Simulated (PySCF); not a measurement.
This PySCF input asks for the NMR shieldings of `C[SiH2]NC/C=C\CC#N`, C6H12N2Si; the geometry comes from GFN2-xTB.

```python
import basis_set_exchange as bse
import numpy as np
from pyscf import gto, dft
from pyscf.prop import nmr

atoms = """
C     2.073574    2.077880   -0.087098
Si    1.529654    0.713465   -1.275837
N     0.671376   -0.422755   -0.315286
C    -0.012541   -1.578116   -0.839742
C    -1.226760   -1.985381   -0.050909
C    -2.036679   -1.211021    0.655040
C    -1.908053    0.279255    0.837202
C    -1.120767    0.545838    2.014926
N    -0.489170    0.727090    2.950803
H     1.263655    2.396896    0.561599
H     2.890026    1.749256    0.547913
H     2.418416    2.944529   -0.640466
H     2.691132    0.173955   -2.005709
H     0.555412    1.197773   -2.266988
H     0.957105   -0.560541    0.643022
H     0.659920   -2.447678   -0.900215
H    -0.317638   -1.343677   -1.865692
H    -1.447361   -3.043606   -0.100972
H    -2.864000   -1.662851    1.186159
H    -1.402134    0.733341   -0.016351
H    -2.894085    0.733290    0.968131
"""
names = dict.fromkeys(["C", "Si", "N", "H"], "pcSseg-1")
basis = {el: gto.basis.parse(bse.get_basis(n, elements=[el], fmt="nwchem")) for el, n in names.items()}
mol = gto.M(atom=atoms, basis=basis, charge=0, verbose=0)
mf = dft.RKS(mol, xc="PBE0")
mf.grids.level = 2
mf.grids.alignment = dft.numint.BLKSIZE   # the property module wants whole blocks of grid points
mf.conv_tol = 1e-9
mf.kernel()

calc = nmr.RKS(mf)   # GIAO
C = mf.mo_coeff
Co = C[:, mf.mo_occ > 0]
resp = mf.gen_response(singlet=True, hermi=2)
def vind(x):   # induced exchange potential for any number of trial vectors
    d = np.einsum("pi,xij,qj->xpq", C, 2 * x.reshape(-1, C.shape[1], Co.shape[1]), Co, optimize=True)
    return np.einsum("xpq,pi,qj->xij", resp(d - d.transpose(0, 2, 1)), C, Co, optimize=True).ravel()
mo1, _ = nmr.rhf.solve_mo1(calc, with_cphf=vind)
sigma = calc.kernel(mo1)
for i, s in enumerate(sigma):   # ppm
    w = np.linalg.eigvalsh((s + s.T) / 2)
    print("%2d %-2s iso %8.1f  s11 %8.1f  s22 %8.1f  s33 %8.1f" % (i, mol.atom_pure_symbol(i), w.mean(), *w))
```

Question: Give the expected output.

Answer: 
```
 0 C  iso    192.2  s11    183.0  s22    193.6  s33    200.1
 1 Si iso    382.4  s11    342.1  s22    363.6  s33    441.5
 2 N  iso    232.5  s11    201.9  s22    235.0  s33    260.4
 3 C  iso    138.8  s11    119.7  s22    134.3  s33    162.5
 4 C  iso     42.6  s11    -71.7  s22     49.8  s33    149.6
 5 C  iso     55.9  s11    -58.3  s22     71.0  s33    154.8
 6 C  iso    167.8  s11    158.2  s22    167.7  s33    177.6
 7 C  iso     61.5  s11    -57.5  s22    -49.3  s33    291.4
 8 N  iso    -28.3  s11   -197.7  s22   -175.0  s33    287.7
 9 H  iso     31.1  s11     25.8  s22     29.8  s33     37.8
10 H  iso     31.2  s11     27.2  s22     28.6  s33     37.8
11 H  iso     31.7  s11     27.3  s22     27.8  s33     39.9
12 H  iso     26.7  s11     23.0  s22     24.7  s33     32.5
13 H  iso     27.0  s11     23.7  s22     25.8  s33     31.4
14 H  iso     31.1  s11     24.4  s22     30.1  s33     38.6
15 H  iso     27.7  s11     21.4  s22     26.7  s33     34.8
16 H  iso     28.0  s11     24.0  s22     27.7  s33     32.3
17 H  iso     25.7  s11     23.6  s22     25.8  s33     27.7
18 H  iso     25.8  s11     23.1  s22     26.3  s33     28.0
19 H  iso     27.1  s11     23.1  s22     26.1  s33     32.1
20 H  iso     29.2  s11     25.0  s22     26.8  s33     35.7
```

These numbers come from an equivalent density-fitted implementation of the same equations, which agrees with the script to about 0.01 ppm for H and up to a few tenths of a ppm for heavy atoms, so last digits may differ.

Question: Turn these shieldings into chemical shifts. Scale: TMS for 13C (σ = 186.93 ppm) and 29Si (σ = 349.16 ppm) and 1H (σ = 31.72 ppm); 15N (σ = 267.73 ppm) vs NH3 (reference shieldings calculated alike).

Answer: Averaging equivalent atoms: C 4: 144.4; C 5: 131.1; C 7: 125.4; C 3: 48.1; C 6: 19.1; C 0: -5.3; Si 1: -33.3; N 8: 296.1; N 2: 35.3; H 17: 6.03; H 18: 5.93; H 12/13: 4.86; H 15/16: 3.88; H 19/20: 3.58; H 14: 0.66; H 9/10/11: 0.39 ppm. Experimental scales use liquid or dissolved standards, which lie at an offset from isolated NH3 (liquid NH3: subtract about 20 ppm). Unscaled 15N shifts of sp2 nitrogen come out 20 to 40 ppm too high even then.

Size and cost of the density-fitted run: 220 basis functions, 25 s wall time on 1 thread of an AMD EPYC 9B45, shared host; peak memory 0.99 GiB.
